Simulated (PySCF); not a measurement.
## Correlation energy of B⁺ (boron, charge +1)

[He] 2s2, closed-shell 1S. All numbers are calculated (PySCF 2.14, the spin-free X2C one-electron Hamiltonian (Gaussian nucleus), in dyall-acv3z). Frozen: nothing; 4 electrons correlated; the 5 highest virtual orbitals of each spin left out.

```csv
level,correlation energy (mhartree)
CCSD,-107.05
(T),-0.55
CCSD(T),-107.60
```

Diagnostics: T1 = 0.0100, D1 = 0.0200, largest double amplitude 0.146.

Cost of the coupled-cluster step: roughly 0.9 core-seconds, for 4 correlated electrons.
